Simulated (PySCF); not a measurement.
Input for PySCF: R-M06-2X/def2-TZVPP on H2Sn (SMILES [SnH2]). Elements past Kr take the def2 small-core potentials; no spin–orbit coupling.

```python
from pyscf import gto, dft

mol = gto.M(
    atom='''
    Sn    0.00000000   -0.00000000   -0.83505099
    H     1.26600862    0.00000000    0.41747549
    H    -1.26600862    0.00000000    0.41747549
    ''',
    basis='def2-tzvpp',
    ecp={'Sn': 'def2-tzvpp'},
    charge=0, spin=0, verbose=4, max_memory=1800)
mf = dft.RKS(mol, xc='m062x').density_fit(auxbasis='def2-universal-jkfit')
mf.grids.level = 4
mf.conv_tol = 1e-9
mf.max_cycle = 150
mf.kernel()
mf.dip_moment()
```

Q: Predict the final total energy.

A: -215.3796 hartree.
